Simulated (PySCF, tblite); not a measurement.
Isomers of C4H10ClFSi. Computed with GFN2-xTB (tblite): harmonic, unscaled wavenumbers at the GFN2-xTB geometry, gas phase. This tight-binding method is rough: wavenumbers can miss measured ones by several per cent, in bad cases by 10 to 20. Modes of hydrogen on silicon can be 10 to 20 % off. One conformer each.

Electronic energies: PBE0/pcSseg-1 single points on the GFN2-xTB geometries (PySCF, gas phase).

```json
{"SMILES": "C[Si](C)(F)CCCl", "electronic energy, lowest = 0 (kJ/mol)": "0.0"}
{"SMILES": "C[C@]([SiH3])(Cl)CCF", "electronic energy, lowest = 0 (kJ/mol)": "285.8"}
{"SMILES": "CC[C@@](C)(Cl)[SiH2]F", "electronic energy, lowest = 0 (kJ/mol)": "106.4"}
{"SMILES": "C[Si@H](CF)CCCl", "electronic energy, lowest = 0 (kJ/mol)": "248.0"}
{"SMILES": "CC[SiH2][C@H](Cl)CF", "electronic energy, lowest = 0 (kJ/mol)": "270.1"}
{"SMILES": "FC[C@@H]([SiH3])CCCl", "electronic energy, lowest = 0 (kJ/mol)": "292.6"}
```

Task: How do GFN2-xTB zero-point energies change the relative energies?

Result: 
```
               SMILES  ZPE (kJ/mol)  of it from modes above 1550 cm⁻¹  electronic (kJ/mol)  with ZPE, lowest = 0 (kJ/mol)  lowest mode (cm⁻¹)  rings
      C[Si](C)(F)CCCl         347.2                             181.0                  0.0                            0.0                  35      0
CC[C@@](C)(Cl)[SiH2]F         342.5                             172.5                106.4                          101.6                  49      0
      C[Si@H](CF)CCCl         341.3                             174.6                248.0                          242.2                  37      0
  CC[SiH2][C@H](Cl)CF         338.9                             170.0                270.1                          261.9                  39      0
 C[C@]([SiH3])(Cl)CCF         334.4                             166.5                285.8                          273.0                  70      0
 FC[C@@H]([SiH3])CCCl         334.8                             165.1                292.6                          280.2                  30      0
```

The zero-point energies span 12.8 kJ/mol, from `C[C@]([SiH3])(Cl)CCF` to `C[Si](C)(F)CCCl`. The order is unchanged.

Task: And how do the electronic energies of GFN2-xTB itself compare?

Result: `C[Si](C)(F)CCCl` 66.4; `CC[C@@](C)(Cl)[SiH2]F` 0.0; `C[Si@H](CF)CCCl` 243.5; `CC[SiH2][C@H](Cl)CF` 214.2; `C[C@]([SiH3])(Cl)CCF` 169.8; `FC[C@@H]([SiH3])CCCl` 189.3 kJ/mol, lowest = 0. Against the energies above, taken from the same isomer `C[Si](C)(F)CCCl`, the largest difference is 182.4 kJ/mol.

Task: What do entropy and thermal enthalpy add at 298.15 K and 1 bar (rigid rotor, harmonic oscillator, one conformer each)?

Result: 
```tsv
SMILES	point group	symmetry number	S (J/(mol K))	H − H(0) (kJ/mol)	ZPE + H − H(0) − TS (kJ/mol)
C[Si](C)(F)CCCl	C1	1	444.8	31.62	246.2
CC[C@@](C)(Cl)[SiH2]F	C1	1	409.2	28.87	249.3
C[Si@H](CF)CCCl	C1	1	432.0	30.07	242.6
CC[SiH2][C@H](Cl)CF	C1	1	425.2	29.42	241.6
C[C@]([SiH3])(Cl)CCF	C1	1	399.9	28.10	243.3
FC[C@@H]([SiH3])CCCl	C1	1	414.7	27.96	239.1
```
